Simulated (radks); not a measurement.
Results of a calculation; reference values are marked as such.
Task: Species: the tellurium ion Te2+. Configuration: [Kr] 4d10 5s2 5p2 (the NIST ground configuration). Level of theory: Dirac Kohn-Sham, BLYP, spin-unpolarised, spherical densities, finite nucleus; open shells fill j = l - 1/2 first; Fermi nuclear charge, rms radius 4.7423 fm (a radial shooting solver on a logarithmic mesh with Libxc functionals).

Spin-orbit splittings of the eigenvalues, e(l+1/2) - e(l-1/2), with zeta = 2 splitting/(2l+1) and mean radii in bohr:

| shell | occ. | splitting (eV) | zeta (eV) | <r> j=l-1/2 | <r> j=l+1/2 |
|---|---|---|---|---|---|
| 2p | 6 | 274.6 | 183.1 | 0.1008 | 0.1064 |
| 3p | 6 | 51.17 | 34.11 | 0.3123 | 0.3237 |
| 3d | 10 | 10.70 | 4.281 | 0.2947 | 0.2983 |
| 4p | 6 | ? | ? | 0.8012 | 0.8299 |
| 4d | 10 | 1.476 | 0.5905 | 0.9622 | 0.9742 |
| 5p | 2 | 1.066 | 0.7106 | 2.299 | 2.382 |

Estimate the 4p splitting.

Result: 9.752 eV (zeta = 6.501 eV).
